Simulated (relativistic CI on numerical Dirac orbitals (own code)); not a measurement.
**Magnetism of Hg³⁺, 5d9, in a crystal field**

Calculated by Dirac-Coulomb-Breit CI, separate exchange-only KLI orbitals for each configuration, QED by a radiative potential, valence Slater integrals scaled by 0.8, one configuration in a parametric crystal field (own radial code).

Field parameters in Wybourne normalisation: D3d B²₀ = −7Dσ, B⁴₀ = −14Dq − 21Dτ, B⁴₃ = −14√(10/7) Dq; D4h B²₀ = −7Ds, B⁴₀ = 21(Dq − Dt), B⁴₄ = 21√(5/14) Dq; Oh B⁴₀ = 21Dq, B⁴₄ = √(5/14) B⁴₀; Td as Oh with Dq negative (B⁴₀ = 21Dq, B⁴₄ = √(5/14) B⁴₀). The field is a parameter set, without covalency.

S is read from ⟨S²⟩ = S(S + 1).

Powder χT (cm³ K mol⁻¹) by Van Vleck's formula, with temperature-independent terms:

```tsv
Field	2 K	5 K	10 K	20 K	50 K	100 K	200 K	300 K
D3d, 10Dq = 13450, Dσ = -110, Dτ = -50 cm⁻¹	0.37	0.447	0.569	0.724	0.839	0.866	0.88	0.889
D3d, 10Dq = 19850, Dσ = -810, Dτ = -340 cm⁻¹	0.275	0.296	0.33	0.4	0.577	0.71	0.776	0.796
D4h, 10Dq = 29600, Ds = -190, Dt = 1120 cm⁻¹	0.652	0.653	0.653	0.653	0.655	0.657	0.662	0.667
Oh, 10Dq = 44850 cm⁻¹	0.578	0.578	0.578	0.578	0.579	0.58	0.582	0.584
Td, 10Dq = -10950 cm⁻¹	0.376	0.377	0.379	0.383	0.394	0.413	0.45	0.487
Td, 10Dq = -11200 cm⁻¹	0.376	0.377	0.379	0.383	0.394	0.412	0.449	0.485
Td, 10Dq = -16050 cm⁻¹	0.376	0.377	0.378	0.381	0.39	0.404	0.433	0.463
Td, 10Dq = -18400 cm⁻¹	0.376	0.377	0.378	0.381	0.389	0.402	0.429	0.456
```

(1) For Oh, 10Dq = 44850 cm⁻¹: what effective moment follows at 300 K?

Answers

(1) μ_eff = √(8χT) = 2.16 μB. The ground level has S = 0.50; the spin-only moment for S = 1/2 is 1.73 μB. The difference comes from the orbital moment, spin-orbit mixing of terms and temperature-independent paramagnetism, all larger in this ionic model than in covalent complexes.
